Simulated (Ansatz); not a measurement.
Al₄H₇⁻. Total charge -1; singlet. Geometry PBE0-D4/def2-SVPD.

```xyz
11

Al    1.054   -0.662   -0.636
Al   -1.345    1.003    3.752
Al    0.177   -0.259    2.218
Al   -0.160    0.130   -2.796
H    -1.602   -0.275    2.474
H    -0.404   -0.744   -4.143
H    -0.295    1.463    2.329
H    -0.182   -0.252    0.484
H    -0.830    1.589   -3.005
H     1.279   -2.253   -0.482
H     2.308    0.260   -0.196
```

Another isomer (singlet) lies 0.12 eV lower at PBE0-D4/def2-TZVPD; other spin states weren't run for this one.

Estimate the orbital energies around the gap (eV) in Ansatz with HF/def2-TZVPD, PBE-D4/def2-TZVPD, r2SCAN-D4/def2-TZVPD, PBE0-D4/def2-TZVPD, r2SCAN0-D4/def2-TZVPD.


```
orbital  HF/def2-TZVPD  PBE-D4/def2-TZVPD  r2SCAN-D4/def2-TZVPD  PBE0-D4/def2-TZVPD  r2SCAN0-D4/def2-TZVPD
 HOMO−5          -8.06              -3.74                 -4.09               -4.98                  -5.20
 HOMO−4          -7.91              -3.63                 -3.99               -4.84                  -5.06
 HOMO−3          -7.51              -3.25                 -3.57               -4.45                  -4.67
 HOMO−2          -5.49              -2.33                 -2.54               -3.29                  -3.42
 HOMO−1          -4.32              -1.60                 -1.71               -2.43                  -2.50
   HOMO          -3.35              -1.03                 -1.17               -1.78                  -1.87
   LUMO           3.58               0.47                  0.66                1.17                   1.28
 LUMO+1           3.83               1.10                  1.19                1.70                   1.75
 LUMO+2           3.91               2.04                  2.24                2.68                   2.81
 LUMO+3           4.43               2.46                  2.85                2.92                   3.29
 LUMO+4           4.52               2.57                  3.06                3.06                   3.41
 LUMO+5           4.73               2.67                  3.27                3.22                   3.55
```
